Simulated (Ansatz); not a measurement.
Basis sets compared for Be₂Te⁺ (the lowest doublet isomer of a short search). The state is a doublet with charge 1. Geometry PBE-D4/def2-TZVP. Ansatz on 4 threads of Arm Neoverse V2 on a shared host; times are rough, and most runs start from earlier orbitals.

```csv
atom,x (Å),y (Å),z (Å)
Be1,-0.0860,0.2503,-1.2052
Be2,1.0451,-0.5539,0.3515
Te3,-0.9591,0.3036,0.8537
```

In the def2 sets Te takes a core potential; there is no spin–orbit coupling. The structure comes from a short search, and lower isomers may exist.

```json
{"level": "PBE-D4/def2-SVP", "functions": "44", "energy (Eh)": "-297.0958", "HOMO (eV)": "-11.13", "LUMO (eV)": "-9.77", "wall time": "0.7 s"}
{"level": "PBE0-D4/def2-SVP", "functions": "44", "energy (Eh)": "-297.1216", "HOMO (eV)": "-12.02", "LUMO (eV)": "-9.00", "wall time": "0.9 s"}
```

**Question.** Estimate the rows for PBE-D4/def2-TZVP, PBE0-D4/def2-TZVP.

**Answer.** 
```
            level  functions  energy (Eh)  HOMO (eV)  LUMO (eV)  wall time
 PBE-D4/def2-TZVP         88    -297.1394     -11.04      -9.65      0.8 s
PBE0-D4/def2-TZVP         88    -297.1657     -11.95      -8.86      1.3 s
```
